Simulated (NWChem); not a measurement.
Atomisation of H$_{3}$Si$_{2}$

```xyz
5

Si    -1.3549     0.0895     0.0000
Si     1.0205    -0.0851     0.0000
H      1.6353    -0.7164     1.2134
H      1.4116     1.3712     0.0000
H      1.6353    -0.7164    -1.2134
```
Charge 0, spin multiplicity 2.

The numbers come from NWChem runs, not from measurements. The geometry was optimised at UPBE0/def2-SVP, a minimum by its harmonic frequencies.

Basis set: def2-TZVP. The atomisation energy is electronic alone: no zero-point, thermal, spin-orbit or counterpoise terms. No value is extrapolated to the basis-set limit. Free atoms are single determinants with multiplicities Si 3, H 2. Correlated methods freeze the same cores in atoms and molecule, 10 orbitals in all.

B3LYP has NWChem's definition, with VWN1-RPA local correlation. This spin state was chosen for the runs; another may lie lower. The structure started from a generated list of species. The unpaired electrons of the parent sit in orbitals of symmetry a" (Cs labels of the run); other states weren't searched. No SCF solution was tested for a lower state. Open-shell Hartree-Fock references start from PBE0 orbitals. Coupled-cluster values serve here as a point of comparison, not as the truth.

Order these methods by the atomisation energy they give, lowest first: PBE0, B3LYP, BLYP, BP86, CAM-B3LYP, CCSD(T).

CCSD(T) (273.9 kcal/mol), BLYP (280.7 kcal/mol), PBE0 (281.9 kcal/mol), B3LYP (284.9 kcal/mol), CAM-B3LYP (285.8 kcal/mol), BP86 (291.2 kcal/mol)
